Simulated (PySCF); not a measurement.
## Checking a proposed structure

A compound C6H11N3 gives the data below (simulated from a calculation) and was assigned the structure `CC(C)c1cnnn1C`.

13C{1H} NMR (computed): δ 162.7 (C), 134.1 (CH), 32.8 (C), 32.4 (CH3, 3C).

1H NMR (400 MHz, computed): δ 10.93 (br s, 1H), 7.58 (s, 1H), 1.45 (s, 9H).

[PySCF: NMR shieldings at PBE0/pcSseg-1/GIAO; geometry from GFN2-xTB; a single conformation; fast rotation and ring inversion assumed for equivalent nuclei; no solvent; non-relativistic]

Referencing at the same level of theory: TMS for 1H (31.72 ppm), 13C (186.93 ppm).

Q: Compare with the shifts computed for the proposed structure, pairing carbons in order of shift.

A: Mapped SMILES: `[CH3:1][CH:2]([CH3:3])[c:4]1[cH:5][n:6][n:7][n:8]1[CH3:9]` (H(Xn): hydrogen on atom n).

| atom | computed for proposal | given list | difference |
| --- | --- | --- | --- |
| C4 | 150.2 | 162.7 | -12.5 |
| C5 | 134.0 | 134.1 | -0.1 |
| C9 | 34.8 | 32.8 | +2.0 |
| C2 | 28.1 | 32.4 | -4.3 |
| C1 | 26.4 | 32.4 | -6.0 |
| C3 | 26.4 | 32.4 | -6.0 |

The rms difference is 6.5 ppm and the largest -12.5 ppm at C4 (substituted aromatic carbon next to a ring nitrogen). The proposal also would give 5 carbon signals, not 4. The carbon types in order of shift don't match either: C, CH, CH3, CH, CH3, CH3 for the proposal against C, CH, C, CH3, CH3, CH3 in the data. The proposal doesn't fit.

Q: Which isomer fits?

A: `CC(C)(C)c1cn[nH]n1`.

1. Carbon types of the structure: 2 × C, 1 × CH, 3 × CH3, leaving 1 H on heteroatoms.
2. δC 162.7: substituted aromatic carbon next to a ring nitrogen.
3. δC 134.1: aromatic CH next to a ring nitrogen.
4. δC 32.4: methyl carbon; aliphatic region, no heteroatom directly attached.
5. δH 10.93: hydrogen on a pyrrole-type ring nitrogen; exchangeable, gas-phase position.

Other isomers checked: CC(C)(C)c1nc[nH]n1 (rms 7.1 ppm); CCc1nnn(C)c1C (rms 12.2 ppm).

This is the structure that produced the data.

The OH or NH signal is concentration- and solvent-dependent in practice; the value given is the gas-phase one. Shifts are as computed. Against solution values, carbons near 30 ppm lie about +3 ppm off and those near 130 ppm about +5 ppm. Of 1211 compounds with measured shifts, 218 miss one by over three times the rms of a fit or turn the order of signals round; such compounds aren't used in these exercises. Multiplicities follow the n + 1 count of equivalent neighbours, as no J values were calculated; m marks all less simple cases, F and P coupling included.
